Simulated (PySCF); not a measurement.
Ethyl bromide, C₂H₅Br, SMILES CCBr, point group Cs.

Level: B3LYP/pcSseg-1 in PySCF (density fitting, grid level 2); geometry and Hessian at that level, cubic constants and property derivatives from steps of ±0.6 along each species' dimensionless normal coordinates, second-order vibrational perturbation theory. The parent has the commonest isotopes.

Equilibrium geometry (Å):

```
atom        x        y        z
  C1  -0.7965   0.1444  -0.0851
  C2   0.6381  -0.2809   0.1472
 Br3   1.9271   1.0126  -0.6198
  H4  -1.0227   0.2198  -1.1531
  H5  -1.0063   1.1125   0.3800
  H6  -1.4716  -0.6012   0.3564
  H7   0.8923  -0.3376   1.2061
  H8   0.8759  -1.2321  -0.3300
```

An isotope shift is δ(isotopologue) − δ(parent), that is, the negative of the change in the averaged GIAO shielding; n counts bonds from the nearest label (0: the labelled atom itself). These are computed values; those of heavy atoms are rounded to 5 ppb, about the numerical noise. One-bond deuterium shifts of ¹³C at such levels come out too large, by a quarter to a half.

**Question.** What isotope shifts arise with ²H at 7?

**Answer.** 
```tsv
nucleus	n	0 K (ppb)	300 K (ppb)
H7	0	-130	-126
C2	1	-365	-365
C1	2	-140	-135
H8	2	-18	-18
H4	3	-7	-6
H5	3	-9	-9
H6	3	-8	-8
```

**Question.** What isotope shifts arise with ¹³C at 2?

**Answer.** 
| nucleus | n | 0 K (ppb) | 300 K (ppb) |
| --- | --- | --- | --- |
| C2 | 0 | -30 | -25 |
| C1 | 1 | -15 | -10 |
| H7 | 1 | -3 | -2 |
| H8 | 1 | -3 | -2 |
| H4 | 2 | -1 | -1 |
| H5 | 2 | -1 | -1 |
| H6 | 2 | -1 | 0 |

**Question.** What isotope shifts arise with ²H at 4, ²H at 5, ²H at 6, ²H at 7, ²H at 8?

**Answer.** 
| nucleus | n | 0 K (ppb) | 300 K (ppb) |
| --- | --- | --- | --- |
| H4 | 0 | -185 | -179 |
| H5 | 0 | -185 | -179 |
| H6 | 0 | -190 | -184 |
| H7 | 0 | -171 | -165 |
| H8 | 0 | -171 | -165 |
| C1 | 1 | -1300 | -1310 |
| C2 | 1 | -980 | -1000 |

Internal rotors are held in one well. Spin–orbit effects of the heavy atoms on shieldings are missing.
